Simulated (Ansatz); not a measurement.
AlBr2H, SMILES `[Br][AlH][Br]` at its PBE0-D4/def2-TZVP geometry, where that method's forces vanish. Total charge 0; spin multiplicity 1.

```xyz
4

Br   -1.4684   -1.4766   -0.5491
Al    0.0133    0.1461   -0.1083
Br    1.3268   -0.0703    1.6948
H     0.1283    1.4007   -1.0375
```

(1) What forces (eV/Å) does ωB97M-V/def2-TZVPP give on these atoms in Ansatz? (Best estimate.)

Answers

(1) Computed: 
```
Br1  0.022  0.020  0.011
Al2  0.013  0.139 -0.103
Br3 -0.021 -0.002 -0.024
H4  -0.015 -0.157  0.116
```
